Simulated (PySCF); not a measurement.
## Orbital picture of ErP

r²SCAN at R = 2.293 Å; Er x2c-TZVPall, P x2c-TZVPall; spin-free X2C with a Gaussian nucleus (PySCF 2.14). State: quartet, about 11.4 electrons in the 4f shell (Mulliken), real f orbitals that mix terms. Only the outer orbitals are listed, counted within each symmetry.

| spin | orbital | occ. | ε (eV) | on Er (%) | main shells (%) |
| --- | --- | --- | --- | --- | --- |
| α | 17σ | 1 | -4.74 | 42 | 54 P p, 30 Er s, 8 Er d |
| α | 9π | 1 | -4.40 | 31 | 68 P p, 26 Er d |
| α | 9π | 1 | -4.40 | 31 | 68 P p, 26 Er d |
| α | 18σ | 0 | -3.03 | 86 | 57 Er s, 23 Er d, 14 P p |
| α | 4δ | 0 | -1.37 | 99 | 99 Er d |
| α | 4δ | 0 | -1.36 | 99 | 99 Er d |
| β | 16σ | 1 | -6.66 | 98 | 98 Er f |
| β | 1φ | 1 | -6.59 | 100 | 100 Er f |
| β | 3δ | 1 | -5.64 | 100 | 100 Er f |
| β | 3δ | 1 | -5.64 | 100 | 100 Er f |
| β | 17σ | 1 | -4.54 | 48 | 48 P p, 35 Er s |
| β | 8π | 1 | -4.27 | 43 | 56 P p, 20 Er f, 19 Er d |
| β | 8π | 1 | -4.27 | 43 | 56 P p, 20 Er f, 19 Er d |
| β | 9π | 0 | -3.31 | 89 | 79 Er f, 11 P p, 8 Er d |
| β | 9π | 0 | -3.31 | 89 | 79 Er f, 11 P p, 8 Er d |
| β | 1φ | 0 | -2.99 | 100 | 100 Er f |

Task: Which are the highest filled and the lowest empty level, where do they sit, and how wide is the gap?

Result: Highest filled β 8π at -4.27 eV (in %: 56 P p, 20 Er f, 19 Er d); lowest empty β 9π at -3.31 eV (in %: 79 Er f, 11 P p, 8 Er d); the gap at r²SCAN is 0.96 eV.

```json
{
 "bond order (Mayer)": "3.02",
 "⟨S²⟩": "3.762",
 "charge on Er (Mulliken, basis-dependent)": "0.53",
 "charge on Er (Löwdin, basis-dependent)": "0.14",
 "dipole moment (positive dipole means Er(−)P(+))": "-6.61 D"
}
```

Spin–orbit coupling is left out. The state is the lowest single determinant that the PBE0 search found; with open d or f shells the true ground state can be another one.
